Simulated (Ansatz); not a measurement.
Calculated with Ansatz (gas phase, PBE0-D4/def2-TZVP geometries, no zero-point term in ΔE). CCSD(T)/CBS adds triple-zeta CCSD(T) − MP2 to the extrapolated MP2 energy (def2 sets, frozen cores). This one scheme is used for every species. Functionals use def2-TZVPP. One conformer a species, not always the lowest.

`CCC(N)O` + `N[SiH3]` → `NC(O)N[SiH3]` + `CC`  (substitution at a C–C bond)

```json
{"level": "revPBE-D4", "ΔE (kcal/mol)": "0.8"}
{"level": "r2SCAN0", "ΔE (kcal/mol)": "1.9"}
{"level": "CAM-B3LYP", "ΔE (kcal/mol)": "1.7"}
{"level": "HF/def2-TZVPP", "ΔE (kcal/mol)": "1.4"}
```

Problem. What does CCSD(T)/CBS give? (Best estimate.)

Solution. Computed: +2.9 kcal/mol. The listed levels differ from it by -2.1, -1.0, -1.2, -1.5 kcal/mol.

Problem. What do rigid-rotor, harmonic-oscillator terms from PBE0-D4/def2-TZVP frequencies (298.15 K, 1 bar) make of the CCSD(T)/CBS value? (Best estimate.)

Solution. Ansatz gave: ΔZPE = +0.1 kcal/mol, ΔH = +3.0 kcal/mol, ΔS = -13 J/(mol·K), ΔG = +3.9 kcal/mol.

Largest T1 diagnostic among the species: 0.011.

From BLYP to BHLYP (50 % exact exchange), in def2-TZVPP and without D4, ΔE moves by +0.8 kcal/mol. Leaving LDA and LC-ωPBE aside and taking each functional with its dispersion term where it has one, the values, not all of them listed here, spread over 1.4 kcal/mol, from BLYP-D4 to PBE-QIDH. At CCSD(T), def2-SVP lies −3.5 kcal/mol from the extrapolated value and def2-TZVPP −0.8 kcal/mol.

CCSD(T)/CBS has its own doubt, a few kJ/mol and more with outer-core shells, so smaller differences from it don't rank the levels.
